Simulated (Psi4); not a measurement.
C4H5 (SMILES [CH-]=C1CC1), charge -1, singlet, at a GFN2-xTB geometry (a gas-phase anion, which may not be bound at this level). Base run: HF/6-31G* in Psi4.

The Psi4 input:
```
memory 2 GB

molecule mol {
-1 1
C    -0.004777   -0.008469    0.427331
C    -0.001740   -0.769514   -0.833853
C     0.020257    0.754235   -0.884483
C    -0.020486   -0.113090    1.733287
H    -0.907818   -1.268940   -1.192104
H     0.897518   -1.294348   -1.172425
H     0.936283    1.226025   -1.251408
H    -0.873917    1.251501   -1.271141
H    -0.011584    0.906790    2.233392
}

set {
  basis 6-31g*
  reference rhf
  stability_analysis check
  scf_type pk
}

energy('scf')
print_variables()
```

The bond that is stretched is that between atoms 8 and 3. A test that says stable can miss a lower solution.

The base run was repeated with changes; each row names its change, and settings that it needs were set with it.

```
change                                                     ΔE vs base (eV)  <S^2>
---------------------------------------------------------  ---------------  -----
base                                                                  0.00  0.000
stability_analysis = follow; reference = uhf                          0.00  0.000
bond × 1.25                                                           0.84  0.000
stability_analysis = follow; reference = uhf; bond × 1.25             0.84  0.000
bond × 1.5                                                            2.12  0.000
stability_analysis = follow; reference = uhf; bond × 1.5              2.12  0.000
bond × 1.8                                                            3.47  0.000
stability_analysis = follow; reference = uhf; bond × 1.8              3.09  0.640
bond × 2.2                                                            4.78  0.000
stability_analysis = follow; reference = uhf; bond × 2.2              3.50  0.960
bond × 3.0                                                            6.23  0.000
stability_analysis = follow; reference = uhf; bond × 3.0              3.66  1.090
```

Psi4 reported an instability in these rows: stability_analysis = follow; reference = uhf; bond × 1.8; stability_analysis = follow; reference = uhf; bond × 2.2; stability_analysis = follow; reference = uhf; bond × 3.0 (restricted rows aren't judged here).

A gas-phase anion may not be bound at this level; its values then depend on the basis.

Where a bond breaks into two radicals, a solution with restricted orbitals usually stops being the lowest and lies too high; an unrestricted one lies lower at the price of spin contamination, which <S^2> shows.
